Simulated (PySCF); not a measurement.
Bond curve of KBr⁺

Set-up: basis K x2c-SVPall, Br x2c-SVPall; spin-free X2C with a Gaussian nucleus; PySCF 2.14. Energies in eV from K⁺ + Br in their ground configurations at the same level. All curves are PBE0. state 1: ²Π (doublet), unpaired electrons π ↑; state 2: ²Σ⁺ (doublet), unpaired electrons σ ↑, a second solution, started from another occupation; state 3: ⁴Σ⁻ (quartet), unpaired electrons σ ↑, π ↑↑, a second solution, started from another occupation.

```
R (Å)  state 1  state 2  state 3
2.959  -0.1441   0.1823   7.9648
3.097  -0.2226   0.1142   7.7572
3.235  -0.2609   0.0725   7.5905
3.338  -0.2728   0.0527   7.4855
3.441  -0.2750   0.0396   7.3946
3.544  -0.2707   0.0312   7.3158
3.682  -0.2583   0.0252   7.2276
3.854  -0.2373   0.0223   7.1414
4.060  -0.2091   0.0225   7.0693
4.336  -0.1722   0.0247   7.0185
```

**Question.** Put a parabola through the three lowest points of the state 1 curve and estimate Re, k and ωe (reduced mass 26.08 u; 1 eV/Å² = 0.16022 mdyn/Å; ωe = 1302.8·√(k/μ) cm⁻¹).

**Answer.** Through R = 3.338, 3.441, 3.544 Å the second-order coefficient is 0.306 eV/Å², so Re ≈ 3.424 Å, k ≈ 0.0982 mdyn/Å and ωe ≈ 80 cm⁻¹. A polynomial fit of higher order to the unrounded PBE0 energies gives Re = 3.418 Å, k = 0.106 mdyn/Å, ωe = 83.2 cm⁻¹; anharmonicity and rounding make the difference.

The higher-order fit for each curve: state 1: Re = 3.418 Å, ωe = 83.2 cm⁻¹, De = 0.275 eV; state 2: Re = 3.936 Å, ωe = 25.2 cm⁻¹, minimum 0.022 eV above the ground-state fragments. State 3 gave no clean fit.

The bond is weak. Basis-set superposition, not corrected here, can be much of De in a small basis, most of all at correlated wavefunction levels. Spin–orbit coupling is left out. For an ion De counts to the pair picked by the measured ionisation energies or electron affinities, which need not be the lowest pair at this level. Counting both spins, an empty level lies below a filled one in some of these solutions, because spin and occupation are held. The state is the lowest determinant that a PBE0 search found; another state may lie lower at other levels.
